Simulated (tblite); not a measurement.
C₉H₁₄Si.
SMILES with atom numbers: `[CH2:1]=[C:2]([CH3:3])[C@@H:4]1[CH2:5][SiH2:6][C@H:7]1[C:8]#[C:9][CH3:10]` (hydrogens: H11, H12 on C1; H13, H14, H15 on C3; H16 on C4; H17, H18 on C5; H19, H20 on Si6; H21 on C7; H22, H23, H24 on C10)

Structure optimised with GFN2-xTB, isolated species.

Problem. What internal coordinates does the optimisation give?

Solution. 
```tsv
bond	length (pm)
C1=C2	132.5
C2–C3	149.9
C2–C4	150.0
C4–C5	154.8
C5–Si6	190.7
Si6–C7	192.7
C7–C8	143.6
C8≡C9	120.0
C9–C10	144.9
C4–C7	156.3
C1–H11	107.7
C1–H12	107.7
C3–H13, C3–H14, C3–H15	108.9
C4–H16	109.2
C5–H17	108.8
C5–H18	108.8
Si6–H19	146.3
Si6–H20	146.1
C7–H21	109.3
C10–H22, C10–H23, C10–H24	109.1
```

Bonds in one row agree within 1 pm and their mean is given. A selection of angles:
```tsv
angle	degrees
C1–C2–C3	122.1
C1–C2–C4	122.4
C3–C2–C4	115.5
C2–C4–C5	116.1
C2–C4–C7	112.9
C5–C4–C7	99.5
C4–C5–Si6	92.0
C5–Si6–C7	76.6
Si6–C7–C8	118.9
C4–C7–Si6	90.8
C4–C7–C8	114.0
C7–C8–C9	176.9
C8–C9–C10	178.9
```

Torsions: C1–C2–C4–C5 48° (synclinal); C2–C4–C5–Si6 -130° (anticlinal); C4–C5–Si6–C7 7° (synperiplanar); C5–Si6–C7–C8 -125° (anticlinal); C2–C4–C7–Si6 132° (anticlinal).

The C–C distances run from 1.200 Å (C8≡C9, drawn triple) to 1.563 Å (C4–C7, drawn single), a spread of 0.363 Å. The 4-membered ring C4–C5–Si6–C7 has internal angles of 76.6° to 99.5°; it is slightly puckered (a soft mode that the optimisation may not have finished), 0.06 Å rms from its mean plane, widest ring torsion 9°. Of the pairs four or more bonds apart, C1···H17 is among the closest relative to their van der Waals radii: 2.69 Å, 93 % of the sum of Bondi's values. Si6 (SiH2 silicon) has angles from 76.6° to 117.3°.

Point group: C1 (no symmetry element, even within 0.4 Å). Its lowest GFN2-xTB frequency is 15 cm⁻¹, too small to tell a flat minimum from a shallow saddle. One conformer, not necessarily the lowest. 3 starts were optimised and ended at 0.00, 0.60 and 1.01 kcal/mol (GFN2-xTB); the lowest of these is shown.

These are computed values.
